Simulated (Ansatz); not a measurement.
Ansatz (a quantum-chemistry and plane-wave program) input (B97M-V/def2-TZVPD):

Ansatz 0.2 input:
```yaml
crystal:
  periodic: [false, false, false]
  atoms:
    - {symbol: Al, position_ang: [-0.00000000, -0.00000000, -1.32719352]}
    - {symbol: Cl, position_ang: [0.00000000, 0.00000000, 1.01491269]}
basis:
  gaussian:
    orbitals: def2-TZVPD
hamiltonian:
  xc: {name: B97M-V}
total_charge: -1
magnetization: {spin_polarized: true, initial_magnetization: 1}
output: {forces: true}
```

End of the output:

```
integrals: 0.03 GiB planned
544 factors; their error is unknown
mean field: 0.33 GiB planned
mean field evaluation 1: about -19112.5040 eV, gradient 2.4e1 eV
mean field evaluation 2: about -19106.6731 eV, gradient 3.4e1 eV
mean field evaluation 4: about -19116.5586 eV, gradient 3.2e0 eV
mean field evaluation 8: about -19116.6173 eV, gradient 5.6e-2 eV
mean field evaluation 16: about -19116.5656 eV, gradient 1.9e0 eV
mean field evaluation 32: about -19115.4156 eV, gradient 1.1e-3 eV
mean field evaluation 64: about -19115.4155 eV, gradient 2.5e-2 eV
mean field -19116.61728969 eV, -702.5227276876 hartree, gradient 3.7e-5 eV, S^2 0.754666; 5 other end points of the search recorded, 0 dependent functions left out
the calculation of the forces begins
reference -19116.61733917 eV, -702.5227295060 hartree; 16, 15 occupied and 73, 74 virtual orbitals, 544 factors
Total energy: -19116.61733917 eV, -702.5227295060 hartree
Atom 0 at    -0.000000    -0.000000    -1.327194 Å, force     0.000000    -0.000000     0.289671 eV/Å
Atom 1 at     0.000000     0.000000     1.014913 Å, force     0.000000     0.000000    -0.289671 eV/Å
Dipole moment:    -0.000000    -0.000000     0.643502 e Å
```
